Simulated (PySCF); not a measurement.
# Unknown compound

The spectra below were simulated for a compound C4H10O2Si.

¹H NMR (500 MHz, computed): δ 5.30 (sept, 1H), 4.06 (s, 3H), 1.31 (d, 6H).

¹³C{¹H} NMR (computed): δ 186.2 (C), 68.8 (CH), 23.9 (CH3).

- GIAO PBE0/pcSseg-1 shieldings
- structure optimised with GFN2-xTB
- run in PySCF 2.14.0 with density-fitted response routines
- non-relativistic Hamiltonian, no solvent model, one averaged value for each set of equivalent atoms, one computed conformer

Shifts are taken against calculated references (same method and geometry level): ¹H (σ = 31.72 ppm) and ¹³C (σ = 186.93 ppm) against TMS.

Q: Which of these isomers gave the spectra?
A. C=CO[Si@@H](C)OC
B. C=C(CC)O[SiH2]O
C. CC(C)OC(=O)[SiH3]
D. C[Si](C)(C)OC=O
E. CC1([SiH](O)O)CC1
F. CCC(=O)OC[SiH3]

A: C. 

- Rings plus π bonds: 1 (no ring in the answer).
- 3 carbon signals for 4 carbons: some carbons are equivalent by symmetry or fast rotation.
- Carbon types of the structure: 1 × C, 1 × CH, 2 × CH3, leaving 3 H on heteroatoms.
- δC 186.2: carbonyl carbon.
- δC 68.8: sp3 CH bonded to O; the inductive effect lowers its shielding.
- δC 23.9: methyl carbon; saturated and bonded to C and H only.
- δH 5.30: hydrogen on an sp3 CH bonded to O; its carbon carries O, an electronegative neighbour.
- δH 4.06: hydrogen on a silicon bonded to C.

The others: CC1([SiH](O)O)CC1 would give 4 signals for carbon-bound and other non-exchanging H, not 3; CCC(=O)OC[SiH3] would give 4 carbon signals, not 3; C[Si](C)(C)OC=O would give 2 carbon signals, not 3; C=CO[Si@@H](C)OC would give 4 carbon signals, not 3; C=C(CC)O[SiH2]O would give 4 carbon signals, not 3.

Shifts are as computed. Against solution values, carbons near 30 ppm lie about +3 ppm off and those near 130 ppm about +5 ppm. Of 1211 compounds with measured shifts, 218 miss one by over three times the rms of a fit or turn the order of signals round; such compounds aren't used in these exercises. No couplings were computed; multiplicities are counted from neighbouring protons, with m where these are inequivalent, close in shift, in a saturated or five-membered ring or joined by F or P, and br s for small geminal =CH2 splittings.
